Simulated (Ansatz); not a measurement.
`[SiH3][O][Cd][Cl]` → `[OH][Cd][Cl]` + `[SiH2]` at 400 K and 1 bar (silylene loss).

Program: Ansatz. Geometries: PBE0-D4/def2-TZVP. ΔE: electronic, gas phase. CCSD(T)/CBS adds triple-zeta CCSD(T) − MP2 to the extrapolated MP2 energy (def2 sets, frozen cores). This one scheme is used for every species. def2 core potentials past Kr. For Cd outer-core shells are correlated without core-valence functions, which leaves a few kJ/mol of doubt a bond. One conformer a species, not always the lowest.

```csv
species,CCSD(T)/CBS energy (Eh),H − E (kJ/mol),S (J/(mol·K))
`[SiH3][O][Cd][Cl]`,-993.63708,108.9,395.3
`[OH][Cd][Cl]`,-703.31715,57.0,317.9
`[SiH2]`,-290.19011,44.2,218.1
```

H − E and S are ideal-gas, rigid-rotor, harmonic terms from PBE0-D4/def2-TZVP, for one conformer and one mirror image of each species. 1 Eh = 2625.50 kJ/mol, R = 8.31446 J/(mol·K).

Question: By hand: ΔE, ΔH, ΔS and ΔG.

Answer: ΔE = (-703.31715) + (-290.19011) − (-993.63708) = 0.12982 Eh = 340.8 kJ/mol. Δ(H − E) = 57.0 + 44.2 − 108.9 = -7.7, so ΔH = 333.1 kJ/mol. ΔS = 317.9 + 218.1 − 395.3 = 140.7 J/(mol·K). ΔG = 333.1 − 400 × (140.7)/1000 = 276.8 kJ/mol.

Question: By hand: the equilibrium constant, and the temperature at which ΔG would vanish if ΔH and ΔS stayed fixed.

Answer: log₁₀ K = −ΔG/(RT ln 10) = -36.1. ΔG = 0 at ΔH/ΔS = 2367 K.

The number of gas molecules changes by +1, which sets the sign of ΔS. A doubt of 5 kJ/mol in ΔE shifts log₁₀ K by 0.7 here. Other conformers and mirror images would add mixing entropy, several J/(mol·K) or more a flexible species. Modes under 60 cm⁻¹, often nearly free rotors, make the harmonic entropy too high. These are equilibria of isolated gas molecules and say nothing of rates. Largest T1 diagnostic: 0.015 (customary marks: 0.02 for closed shells, 0.045 for open ones).
